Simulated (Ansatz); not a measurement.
Compare A (`CB(N)[SiH2]C#N`) with its isomer B (`C=N[SiH2]N1BC1`).

Gas-phase electronic energies from Ansatz, PBE0-D4/def2-TZVP geometries. CCSD(T)/CBS adds triple-zeta CCSD(T) − MP2 to the extrapolated MP2 energy (def2 sets, frozen cores). Functionals use def2-TZVPP. B3LYP here is the variant with VWN-RPA as its local correlation; programs differ in this. Each species was taken in one conformer, which may not be the lowest.

A:

```xyz
13

C     0.194    1.654    0.312
B     0.315    0.107    0.532
N     0.577   -0.437    1.783
Si    0.086   -1.175   -1.025
C    -1.553   -0.829   -1.828
N    -2.578   -0.572   -2.286
H     0.340    2.238    1.226
H    -0.790    1.907   -0.098
H     0.920    2.003   -0.430
H     0.702    0.135    2.605
H     0.644   -1.423    1.970
H     0.052   -2.615   -0.653
H     1.091   -0.993   -2.107
```

B:

```xyz
13

C    -2.176    0.776    1.002
N    -1.413    0.012    1.645
Si    0.111   -0.617    1.124
N     0.568   -0.102   -0.454
B     0.575    0.503   -1.671
C     1.768   -0.395   -1.316
H    -3.123    1.108    1.444
H    -1.966    1.155   -0.009
H     1.139   -0.169    2.094
H     0.017   -2.097    1.137
H    -0.056    1.229   -2.361
H     2.711    0.016   -0.958
H     1.844   -1.419   -1.676
```

Question: Which is lower in electronic energy at CCSD(T)/CBS, and by how much? (Best estimate.)

Answer: Ansatz gave: A, by 152.9 kJ/mol.

Question: Give E(B) − E(A) in kJ/mol with CCSD(T)/def2-TZVPP, B3LYP, B2PLYP, PBE-D4, HF/def2-TZVPP, CCSD/def2-TZVPP, MP2/def2-TZVPP. (Estimate.)

Answer: Ansatz gave: CCSD(T)/def2-TZVPP 159.9, B3LYP 147.3, B2PLYP 153.3, PBE-D4 145.8, HF/def2-TZVPP 151.0, CCSD/def2-TZVPP 159.3, MP2/def2-TZVPP 158.3. None reverses the order clearly.

Largest T1 diagnostic: 0.014.

From PBE to PBE0 (25 % exact exchange), in def2-TZVPP and without D4, E(B) − E(A) moves by −4.2 kJ/mol. In def2-TZVPP, CCSD(T) changes the Hartree–Fock value by +8.9 kJ/mol (the triples alone add +0.6 kJ/mol) and MP2 by +7.3 kJ/mol.
